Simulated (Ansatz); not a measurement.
Program: Ansatz. Geometries: PBE0-D4/def2-TZVP. ΔE: electronic, gas phase. CBS: MP2 limit from def2 TZ/QZ plus the TZ coupled-cluster correction, frozen cores. This one scheme is used for every species. Functionals use def2-TZVPP. B3LYP here is the variant with VWN-RPA as its local correlation; programs differ in this. One conformer a species, not always the lowest.

Reaction (formal hydrolysis of the Si–S bond): `C[Si](O)(O)S` + H₂O → `C[Si](O)(O)O` + H₂S

`C[Si](O)(O)S`:

Z-matrix (Å, degrees):
```
C
Si 1 1.848
H 1 1.092 2 111.0
H 1 1.093 2 109.7 3 -119.4
H 1 1.092 2 111.1 3 120.5
O 2 1.642 1 114.2 3 179.8
O 2 1.633 1 106.0 3 61.5
S 2 2.148 1 112.0 3 -61.8
H 6 0.958 2 117.9 1 77.5
H 7 0.959 2 117.1 1 -176.8
H 8 1.343 2 94.4 1 45.3
```

H₂O:

Cartesian coordinates in Å:
```
O -0.138 0.047 0.361
H -0.384 0.536 -0.427
H 0.522 -0.583 0.067
```

`C[Si](O)(O)O`:

Z-matrix (Å, degrees):
```
C
Si 1 1.847
H 1 1.092 2 110.3
H 1 1.092 2 110.9 3 120.0
H 1 1.093 2 111.2 3 -119.5
O 2 1.639 1 113.1 3 -57.4
O 2 1.647 1 112.4 3 -174.5
O 2 1.637 1 105.6 3 62.1
H 6 0.958 2 116.0 1 -107.2
H 7 0.958 2 117.9 1 -59.1
H 8 0.959 2 116.8 1 -166.6
```

H₂S:

Z-matrix (Å, degrees):
```
S
H 1 1.341
H 1 1.341 2 92.3
```

```csv
level,ΔE (kJ/mol),difference from CCSD(T)/CBS
B97M-V,-52.1,-4.0
PBE0-D4,-41.4,6.7
B3LYP-D4,-51.3,-3.2
ωB97M-V,-51.8,-3.7
PBE-QIDH,-47.7,0.4
PBE,-41.4,6.7
r2SCAN,-49.7,-1.6
CCSD(T)/def2-TZVPP,-53.4,-5.3
MP2/CBS(def2),-43.3,4.8
CCSD/CBS(def2),-51.7,-3.6
CCSD(T)/CBS,-48.1,0
```

Largest T1 diagnostic among the species: 0.011.

In def2-TZVPP, CCSD(T) changes the Hartree–Fock value by +16.3 kJ/mol (the triples alone add +3.6 kJ/mol) and MP2 by +21.0 kJ/mol. From BLYP to BHLYP (50 % exact exchange), in def2-TZVPP and without D4, ΔE moves by −7.6 kJ/mol.

CCSD(T)/CBS has its own doubt, a few kJ/mol and more with outer-core shells, so smaller differences from it don't rank the levels.
